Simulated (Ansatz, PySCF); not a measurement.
Spin gap between two states, R1 and P1; the higher of the two is an excited state, each structure at its B3LYP-D3(BJ)/def2-TZVP stationary point, reached from a drawn start (curvature not checked).
R1, CCl2 (SMILES Cl[C]Cl) (charge 0, multiplicity 1, Z-matrix in Å and degrees):
```
C
Cl 1 1.7242
Cl 1 1.7242 2 109.63
```
P1, CCl2 (SMILES Cl[C]Cl) (charge 0, multiplicity 3, Z-matrix in Å and degrees):
```
C
Cl 1 1.6745
Cl 1 1.6745 2 128.72
```

P less R. No zero-point or thermal terms; singlets are restricted closed shells; open shells are unrestricted.

Cores are frozen in the correlated methods. CBS(a, b) extrapolates the correlation energy as X⁻³ and adds the Hartree–Fock energy of set b.

Run with Ansatz (a first-principles code); PySCF for the D3/D4 terms. No computed number here is a measurement.

### Question
Predict the spin gap from HF/cc-pV(Q+d)Z.

### Answer
-21 kJ/mol

### Question
Estimate the spin gap that r2SCAN-D4/def2-TZVPP returns for this input.

### Answer
49 kJ/mol

### Question
Give the spin gap at the level CCSD(T)/CBS(cc-pV(T+d)Z, cc-pV(Q+d)Z).

### Answer
84 kJ/mol
